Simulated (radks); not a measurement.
Ru24+, configuration [Ar] 3d2.

All-electron calculation, Dirac Kohn-Sham, BLYP, spin-unpolarised, spherical densities, finite nucleus; open shells fill j = l - 1/2 first; Fermi nuclear charge, rms radius 4.4809 fm. Program: a radial shooting solver on a logarithmic mesh with Libxc functionals.

Energy parts (hartree):
total: -4176.70719
kinetic: 4362.01992
electron-nucleus: -9336.27726
Hartree: 898.34654
exchange-correlation: -100.79639

Orbitals (lengths in bohr, moments of r in powers of bohr):
orbital  occ.  eigenvalue (hartree)      <r^4>
1s1/2       2             -842.9843  5.910e-06
2s1/2       2             -152.4683   0.001034
2p1/2       2             -143.9109  0.0006784
2p3/2       4             -139.0489  0.0007652
3s1/2       2             -51.48348    0.03608
3p1/2       2             -48.32551    0.03353
3p3/2       4             -47.28775    0.03637
3d3/2       2             -42.22795    0.02613
3d5/2       0             -42.00137    0.02677

The highest occupied level is 3d3/2 at -1149.1 eV. For comparison, the ionisation energy in NIST's Atomic Spectra Database is 1187 eV (theoretical). In exact Kohn-Sham theory the highest level is minus the ionisation energy, but local and semilocal functionals leave it too shallow, through self-interaction and a potential that decays too fast; potentials with the right tail come closer.

Beside tabulated values, note that spin-unpolarised runs miss the spin-polarisation part of the exchange energy of open shells.
